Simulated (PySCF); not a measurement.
A side-by-side comparison of computed properties.

First species: C6H8S.
Geometry (PBE0-D3(BJ)/def2-SVP, Å), atoms numbered from 1 in this order:
```
atom  x, y, z in Å
C1    -3.236    0.397    0.347
C2    -1.993    0.057   -0.005
S3    -1.480   -1.588   -0.324
C4    -0.024   -1.276   -1.388
C5     1.015   -0.480   -0.763
C6     1.865    0.207   -0.238
C7     2.894    1.018    0.391
H8    -4.048   -0.334    0.399
H9    -3.468    1.431    0.610
H10   -1.189    0.803   -0.048
H11   -0.361   -0.815   -2.330
H12    0.348   -2.283   -1.636
H13    2.476    1.621    1.213
H14    3.353    1.711   -0.332
H15    3.694    0.390    0.811
```

Second species: C4H9 (charge +1).
InChI=1S/C4H9/c1-4(2)3/h1-3H3/q+1

Levels: B3LYP/def2-SVPD for HOMO energy, LUMO energy, HOMO–LUMO gap, static isotropic polarisability and electronic spatial extent ⟨r²⟩ about the centre of nuclear charge; TDDFT B3LYP/def2-SVPD for lowest singlet excitation; PBE0-D3(BJ)/def2-SVP for rotational constant A and rotational constant C. Geometries: PBE0-D3(BJ)/def2-SVP. Each structure is a single optimised conformer of the isolated species, non-relativistic unless stated. Electronic properties by PySCF.

The conformers computed, where there is a choice (atom-mapped SMILES and torsion angles):
- `[CH2:1]=[CH:2][S:3][CH2:4][C:5]#[C:6][CH3:7]`: C1–C2–S3–C4 157°, C2–S3–C4–C5 59°

Values for the first species:

* HOMO energy: -6.05 eV
* LUMO energy: -0.33 eV
* HOMO–LUMO gap: 5.72 eV
* Lowest singlet excitation: 4.86 eV
* Static isotropic polarisability: 98.7 au
* Electronic spatial extent ⟨r²⟩ about the centre of nuclear charge: 1333 bohr²
* Rotational constant A: 3.844 GHz
* Rotational constant C: 0.871 GHz

(1) Estimate the same properties for the second species, and the change in each.

Answers

(1) 
| property | first | second | second less first |
| --- | --- | --- | --- |
| HOMO energy | -6.05 eV | -16.02 eV | -9.97 eV |
| LUMO energy | -0.33 eV | -8.74 eV | -8.41 eV |
| HOMO–LUMO gap | 5.72 eV | 7.28 eV | +1.56 eV |
| lowest singlet excitation | 4.86 eV | 5.78 eV | +0.92 eV |
| static isotropic polarisability | 98.7 au | 46.5 au | -52.2 au |
| electronic spatial extent ⟨r²⟩ about the centre of nuclear charge | 1333 bohr² | 322 bohr² | -1011 bohr² |
| rotational constant A | 3.844 GHz | 8.393 GHz | +4.549 GHz |
| rotational constant C | 0.871 GHz | 4.508 GHz | +3.637 GHz |

On the first: The principal polarisabilities are 68.7, 98.0 and 129.4 au; their mean is the isotropic value. The polarisability is 14.62 Å³ as a volume (1 au = 0.148185 Å³), or 1.64 au for each of the 60 electrons.

On the second: The principal polarisabilities are 37.0, 51.1 and 51.5 au; their mean is the isotropic value. The 10 singlets span 5.78 to 10.68 eV, and their oscillator strengths add up to 0.55.
